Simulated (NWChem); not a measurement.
C$_{2}$H$_{6}$BFO; SMILES CCB(O)F

```xyz
11

B     -0.0076     0.6272     0.0000
F     -0.7045     1.7632     0.0000
C     -0.7810    -0.7455     0.0000
C      0.0803    -2.0027     0.0000
H     -1.4601    -0.7348    -0.8718
H     -1.4601    -0.7348     0.8718
H      0.7304    -2.0533     0.8899
H      0.7304    -2.0533    -0.8899
H     -0.5238    -2.9227     0.0000
O      1.3361     0.7634     0.0000
H      1.7931    -0.0830     0.0000
```
Atoms are numbered in this order, from 1.

Program: NWChem. The geometry was optimised at PBE0/def2-SVP. GIAO values for the isolated, static molecule; σ is the absolute isotropic shielding, δ = σ(reference) − σ with the isolated reference molecule computed at the same levels (11B: boron trifluoride, 13C: tetramethylsilane, 19F: trichlorofluoromethane, 1H: tetramethylsilane).

For level PBE/pcSseg-1:

δ B1 (ppm): 20.4
δ F2 (ppm): -99.9
δ H11 (ppm): 4.77

Task: How do the values read with level KT2/pcSseg-1 instead?

Result: 
- δ B1 (ppm) = 19.2
- δ F2 (ppm) = -113.7
- δ H11 (ppm) = 4.62
